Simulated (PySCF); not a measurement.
Species: CH3AlBr2.
Atom-mapped SMILES: `[CH3:1][Al:2]([Br:3])[Br:4]` (hydrogens: H5, H6, H7 on C1)

Method: PySCF 2.14.0, PBE0-D3(BJ)/def2-SVP geometry optimisation, gas phase; density fitting, grid level 1; the optimiser is geomeTRIC in internal coordinates, started from a GFN2-xTB structure with every atom displaced at random (about 0.01 Å).

Step 1: E = -147739.2981 eV
```
atom  x, y, z in Å  |  force x, y, z in eV/Å
C1     -0.7262    0.6198    0.2212   -0.358  -0.829   0.074
Al2     0.6793   -0.6391   -0.2071   -0.103   0.374   0.034
Br3     2.7089    0.2570   -0.5647    0.206  -0.072  -0.041
Br4     0.3428   -2.8333   -0.4027    0.031  -0.311  -0.041
H5     -0.2487    1.5909    0.3200   -0.065   0.512   0.055
H6     -1.2482    0.3384    1.1607    0.147   0.174  -0.254
H7     -1.4822    0.6220   -0.5892    0.142   0.152   0.172
```

Step 2: E = -147739.3328 eV
```
atom  x, y, z in Å  |  force x, y, z in eV/Å
C1     -0.7408    0.6189    0.2247    0.151  -0.176  -0.006
Al2     0.7005   -0.6048   -0.2123   -0.089   0.141   0.022
Br3     2.7802    0.1847   -0.5849    0.014  -0.052  -0.011
Br4     0.3537   -2.8152   -0.4015    0.030  -0.088  -0.017
H5     -0.3165    1.6274    0.3355   -0.160   0.073   0.019
H6     -1.2552    0.3268    1.1547    0.039   0.033  -0.004
H7     -1.4962    0.6178   -0.5779    0.015   0.069  -0.003
```

Step 3: E = -147739.3390 eV
```
atom  x, y, z in Å  |  force x, y, z in eV/Å
C1     -0.7431    0.6218    0.2249    0.149   0.082  -0.030
Al2     0.7140   -0.5763   -0.2186   -0.033  -0.033   0.014
Br3     2.8240    0.1260   -0.5975   -0.047   0.004  -0.009
Br4     0.3593   -2.7948   -0.3967    0.011   0.005  -0.007
H5     -0.3805    1.6541    0.3500   -0.049  -0.010   0.011
H6     -1.2480    0.3101    1.1513   -0.009  -0.038   0.049
H7     -1.5000    0.6148   -0.5750   -0.022  -0.010  -0.028
```

**Question.** Estimate the geometry and energy of step 4. (The exact step hangs on the optimiser's Hessian estimate; all steps are aligned on step 3, rigid shifts and turns removed.)

**Answer.** E = -147739.3402 eV, largest force 0.086 eV/Å
```
atom  x, y, z in Å  |  force x, y, z in eV/Å
C1     -0.7386    0.6245    0.2235    0.057   0.064  -0.006
Al2     0.7115   -0.5787   -0.2201   -0.014  -0.033   0.013
Br3     2.8190    0.1264   -0.5953   -0.009   0.006  -0.017
Br4     0.3593   -2.7985   -0.3959    0.004   0.022  -0.006
H5     -0.3866    1.6598    0.3518   -0.015  -0.024   0.004
H6     -1.2415    0.3068    1.1503   -0.009  -0.023   0.018
H7     -1.4973    0.6153   -0.5759   -0.015  -0.013  -0.005
```

The energy changes by -0.0012 eV. The first-order estimate −F·Δx gives -0.0015 eV and the mean of the old and new forces, exact on a quadratic surface, -0.0009 eV. The step makes an angle of 61° with the force vector and moves no atom by more than 0.009 Å.

What follows is the cost of the whole optimisation. Time: 40 s wall; peak memory 0.47 GiB. Hardware: Arm Neoverse V1, one thread, shared host with 32 logical CPUs at a one-minute load of 33.
